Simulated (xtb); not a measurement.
Input for xtb: GFN2-xTB on CH5BO (SMILES CBO), a point of a torsion scan.

```
$ xtb mol.xyz --gfn 2 --sp --chrg 0 --uhf 0
8

C      0.86291998    -0.17901303     0.02794233
B     -0.52994862     0.58642600     0.00625988
O     -1.70550593    -0.03842808    -0.00835545
H      1.28286408    -0.20070187    -0.97720813
H      1.59648019     0.31794124     0.65696938
H      0.78087528    -1.21313669     0.36106773
H     -0.58870047     1.75847009    -0.02775808
H     -1.68784580    -0.99740672     0.01467044
```

Output:

```
[...]
           -------------------------------------------------
          |                Calculation Setup                |
           -------------------------------------------------



           -------------------------------------------------
          |                 G F N 2 - x T B                 |
           -------------------------------------------------

        Reference                      10.1021/acs.jctc.8b01176
      * Hamiltonian:
        H0-scaling (s, p, d)           1.850000    2.230000    2.230000
        zeta-weighting                 0.500000
      * Dispersion:
        s8                             2.700000
        a1                             0.520000
        a2                             5.000000
        s9                             5.000000
      * Repulsion:
        kExp                           1.500000    1.000000
        rExp                           1.000000
      * Coulomb:
        alpha                          2.000000
        third order                    shell-resolved
        anisotropic                    true
        a3                             3.000000
        a5                             4.000000
        cn-shift                       1.200000
        cn-exp                         4.000000
        max-rad                        5.000000


          ...................................................
          :                      SETUP                      :
          :.................................................:
          :  # basis functions                  17          :
          :  # atomic orbitals                  17          :
          :  # shells                           11          :
          :  # electrons                        18          :
          :  max. iterations                   250          :
          :  Hamiltonian                  GFN2-xTB          :
          :  restarted?                      false          :
          :  GBSA solvation                  false          :
          :  PC potential                    false          :
          :  electronic temp.          300.0000000     K    :
          :  accuracy                    1.0000000          :
          :  -> integral cutoff          0.2500000E+02      :
          :  -> integral neglect         0.1000000E-07      :
          :  -> SCF convergence          0.1000000E-05 Eh   :
          :  -> wf. convergence          0.1000000E-03 e    :
          :  Broyden damping             0.4000000          :
          :  net charge                          0          :
          :  unpaired electrons                  0          :
          ...................................................

 iter      E             dE          RMSdq      gap      omega  full diag
   1     -9.9808525 -0.998085E+01  0.804E+00    7.43       0.0  T
   2    -10.1127607 -0.131908E+00  0.545E+00    5.14       1.0  T
   3    -10.1189824 -0.622166E-02  0.280E+00    6.05       1.0  T
   4    -10.1274732 -0.849083E-02  0.860E-01    5.57       1.0  T
   5    -10.1273979  0.752518E-04  0.684E-01    6.07       1.0  T
   6    -10.1320440 -0.464610E-02  0.892E-02    5.79       1.0  T
   7    -10.1320593 -0.152219E-04  0.434E-02    5.80       1.0  T
   8    -10.1320768 -0.175166E-04  0.724E-03    5.81       4.9  T
   9    -10.1320767  0.490873E-07  0.423E-03    5.81       8.4  T
  10    -10.1320769 -0.172634E-06  0.123E-03    5.81      28.8  T
  11    -10.1320769 -0.413216E-08  0.384E-04    5.81      92.2  T
  12    -10.1320769 -0.142980E-08  0.976E-05    5.81     362.2  T

   *** convergence criteria satisfied after 12 iterations ***

         #    Occupation            Energy/Eh            Energy/eV
      -------------------------------------------------------------
         1        2.0000           -0.6858993             -18.6643
       ...           ...                  ...                  ...
         3        2.0000           -0.5743846             -15.6298
         4        2.0000           -0.5136909             -13.9782
         5        2.0000           -0.4909358             -13.3590
         6        2.0000           -0.4732500             -12.8778
         7        2.0000           -0.4565657             -12.4238
         8        2.0000           -0.4434337             -12.0664
         9        2.0000           -0.4014847             -10.9250 (HOMO)
        10                         -0.1879797              -5.1152 (LUMO)
        11                          0.1137809               3.0961
        12                          0.1767073               4.8085
        13                          0.1947356               5.2990
        14                          0.2251245               6.1259
       ...                                ...                  ...
        17                          0.5322152              14.4823
      -------------------------------------------------------------
                  HL-Gap            0.2135050 Eh            5.8098 eV
             Fermi-level           -0.2947322 Eh           -8.0201 eV

 SCC (total)                   0 d,  0 h,  0 min,  0.002 sec
 SCC setup                      ...        0 min,  0.000 sec (  2.619%)
 Dispersion                     ...        0 min,  0.000 sec (  1.273%)
 classical contributions        ...        0 min,  0.000 sec (  0.585%)
 integral evaluation            ...        0 min,  0.000 sec ( 12.690%)
 iterations                     ...        0 min,  0.001 sec ( 56.174%)
 molecular gradient             ...        0 min,  0.000 sec ( 23.119%)
 printout                       ...        0 min,  0.000 sec (  3.284%)

         :::::::::::::::::::::::::::::::::::::::::::::::::::::
         ::                     SUMMARY                     ::
         :::::::::::::::::::::::::::::::::::::::::::::::::::::
         :: total energy             -10.024570062281 Eh    ::
         :: gradient norm              0.000825813950 Eh/a0 ::
         :: HOMO-LUMO gap              5.809767043017 eV    ::
         ::.................................................::
         :: SCC energy               -10.132076458010 Eh    ::
         :: -> isotropic ES            0.044751823465 Eh    ::
         :: -> anisotropic ES          0.004533440866 Eh    ::
         :: -> anisotropic XC          0.001588494470 Eh    ::
         :: -> dispersion             -0.002358530447 Eh    ::
         :: repulsion energy           0.107506395729 Eh    ::
         :: add. restraining           0.000000000000 Eh    ::
         :: total charge              -0.000000000000 e     ::
         :::::::::::::::::::::::::::::::::::::::::::::::::::::

           -------------------------------------------------
          |                Property Printout                |
           -------------------------------------------------

    * Orbital Energies and Occupations

         #    Occupation            Energy/Eh            Energy/eV
      -------------------------------------------------------------
         1        2.0000           -0.6858993             -18.6643
         2        2.0000           -0.5844525             -15.9038
         3        2.0000           -0.5743846             -15.6298
         4        2.0000           -0.5136909             -13.9782
         5        2.0000           -0.4909358             -13.3590
         6        2.0000           -0.4732500             -12.8778
         7        2.0000           -0.4565657             -12.4238
         8        2.0000           -0.4434337             -12.0664
         9        2.0000           -0.4014847             -10.9250 (HOMO)
        10                         -0.1879797              -5.1152 (LUMO)
        11                          0.1137809               3.0961
        12                          0.1767073               4.8085
Note: The following floating-point exceptions are signalling: IEEE_DENORMAL
normal termination of xtb
        13                          0.1947356               5.2990
        14                          0.2251245               6.1259
        15                          0.2579589               7.0194
        16                          0.4170137              11.3475
        17                          0.5322152              14.4823
      -------------------------------------------------------------
                  HL-Gap            0.2135050 Eh            5.8098 eV
             Fermi-level           -0.2947322 Eh           -8.0201 eV

     #   Z          covCN         q      C6AA      α(0)
     1   6 C        3.672    -0.203    24.797     7.137
     2   5 B        2.623     0.326    17.018     6.976
     3   8 O        1.593    -0.424    21.350     6.236
     4   1 H        0.925     0.040     2.455     2.450
     5   1 H        0.925     0.033     2.537     2.491
     6   1 H        0.925     0.022     2.709     2.574
     7   1 H        0.938    -0.092     5.294     3.597
     8   1 H        0.806     0.299     0.724     1.336

 Mol. C6AA /au·bohr⁶  :        466.423675
 Mol. C8AA /au·bohr⁸  :      10164.743203
 Mol. α(0) /au        :         32.797376


Wiberg/Mayer (AO) data.
largest (>0.10) Wiberg bond orders for each atom

 ---------------------------------------------------------------------------
     #   Z sym  total        # sym  WBO       # sym  WBO       # sym  WBO
 ---------------------------------------------------------------------------
     1   6 C    3.970 --     2 B    1.009     6 H    0.986     5 H    0.980
                             4 H    0.964
     2   5 B    3.326 --     3 O    1.317     1 C    1.009     7 H    0.956
     3   8 O    2.247 --     2 B    1.317     8 H    0.885
     4   1 H    0.998 --     1 C    0.964
     5   1 H    0.999 --     1 C    0.980
     6   1 H    1.000 --     1 C    0.986
     7   1 H    0.991 --     2 B    0.956
     8   1 H    0.911 --     3 O    0.885
 ---------------------------------------------------------------------------

Topologies differ in total number of bonds
Writing topology from bond orders to xtbtopo.mol

molecular dipole:
                 x           y           z       tot (Debye)
 q only:        0.085      -0.454      -0.004
   full:        0.176      -0.780      -0.007       2.034
molecular quadrupole (traceless):
                xx          xy          yy          xz          yz          zz
 q only:       -1.475       2.613       1.003      -0.157       0.040       0.473
  q+dip:       -1.957       2.986       1.727      -0.209       0.015       0.230
   full:       -2.302       3.311       1.024      -0.242       0.056       1.278


           -------------------------------------------------
          | TOTAL ENERGY              -10.024570062281 Eh   |
          | GRADIENT NORM               0.000825813950 Eh/α |
          | HOMO-LUMO GAP               5.809767043017 eV   |
           -------------------------------------------------

------------------------------------------------------------------------
------------------------------------------------------------------------
 total:
 SCF:
```

The run finished.

Cost: around 0.020 core-seconds (rough).
